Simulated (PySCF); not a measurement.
C₂H₆Cl₂SSi (SMILES CS[Si](C)(Cl)Cl), singlet, at a GFN2-xTB geometry, atoms displaced at random by about 0.08 Å a coordinate; PySCF with PBE/STO-3G, gradient.

PySCF was given this input:
```python
from pyscf import gto, scf, dft

mol = gto.M(
    atom='''
C     2.360877   -1.595137    0.005888
S     1.437132   -0.052077    1.040593
Si   -0.523500   -0.035707    0.107698
C    -1.535910   -1.490046    0.529449
Cl   -1.198444    1.738020    0.625290
Cl   -0.137062   -0.045937   -2.001168
H     1.778395   -2.512170    0.508458
H     2.349544   -1.377742   -1.029677
H     3.197534   -1.419771    0.573087
H    -2.541578   -1.371310    0.309825
H    -1.611618   -1.598658    1.487215
H    -0.998764   -2.344570    0.231829
''',
    basis='sto-3g',
    charge=0,
    spin=0,
    verbose=3,
)

mf = dft.RKS(mol)
mf.xc = 'pbe'
mf.conv_tol = 1e-6
mf.kernel()
g = mf.nuc_grad_method()
grad = g.kernel()
```

It wrote (shortened):

```
converged SCF energy = -1668.37299025664
--------------- RKS gradients ---------------
         x                y                z
0 C     0.1265985798    -0.0067925025    -0.0974571644
1 S    -0.0085886831     0.0376322821     0.0367706059
2 Si    -0.0765289912     0.0446705219     0.0218595339
3 C    -0.0246569542    -0.0337328028     0.0818100397
4 Cl     0.0376455533    -0.0666821954    -0.0205550503
5 Cl     0.0067341761     0.0020516237     0.0005629854
6 H    -0.0296840254    -0.0331617472     0.0434196071
7 H    -0.0005458916     0.0021710366     0.0379038781
8 H    -0.0764555392     0.0016706571    -0.0190945243
9 H     0.0532606916     0.0071014628     0.0410112778
10 H    -0.0033991692     0.0078905202    -0.1556079392
11 H    -0.0043727577     0.0371832804     0.0293405978
----------------------------------------------
```
